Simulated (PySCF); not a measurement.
Gas-phase reaction: CdCl₂ + 4 F ⇌ CdF₂ + 2 ClF

Method: PySCF energies plus ideal-gas RRHO corrections (1 bar). † marks an energy on the PBE0/def2-TZVP geometry and frequencies; other levels use their own. Open shells (unrestricted): F (multiplicity 2); the rest are closed-shell singlets. Spin-orbit splitting is ignored; it lowers the true energy and changes the entropy of F. Cd: scalar-relativistic def2 core potential, no spin-orbit coupling.

ωB97M-V/def2-TZVP† gives ΔH°(298 K) = -611 kJ.

Task: What do LDA/def2-TZVP†, PBE/def2-SVP, PBE/def2-TZVP† give?

Result: LDA/def2-TZVP†: -952 kJ; PBE/def2-SVP: -698 kJ; PBE/def2-TZVP†: -724 kJ. For scale, ΔH°(298 K) is -611 kJ at this level, -609 kJ at ωB97X-V/def2-TZVP†, and runs from -952 to -23 kJ over the 17 levels computed.
